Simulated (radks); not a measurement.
Values are calculated unless marked as measured or tabulated.
Task: Ni+, configuration [Ar] 3d9. Level of theory: scalar-relativistic Kohn-Sham, PBE, spin-polarised, spherical densities, point nucleus; open shells are filled with parallel spins first (a radial shooting solver on a logarithmic mesh with Libxc functionals). Some entries of the table are withheld. Estimate them.

orbital,occ.,eigenvalue (eV),r(max) (bohr),<1/r> (bohr^-1)
1s down,1,-8215.552,0.03540,28.09
1s up,1,-8215.550,0.03540,28.09
2s up,1,-984.5845,0.2045,6.070
2s down,1,-984.0680,0.2045,6.072
2p up,3,-847.4514,(1),5.957
2p down,3,-847.0632,(2),5.959
3s up,1,-114.8323,0.6404,1.910
3s down,1,-113.7631,0.6406,1.908
3p up,3,(3),0.6486,1.758
3p down,3,(4),0.6490,1.755
3d up,5,-13.4003,0.6381,(5)
3d down,4,-12.4781,0.6403,(6)

Result: 
(1) 2p up r(max) (bohr): 0.1648
(2) 2p down r(max) (bohr): 0.1648
(3) 3p up eigenvalue (eV): -75.3172
(4) 3p down eigenvalue (eV): -74.2694
(5) 3d up <1/r> (bohr^-1): 1.314
(6) 3d down <1/r> (bohr^-1): 1.299
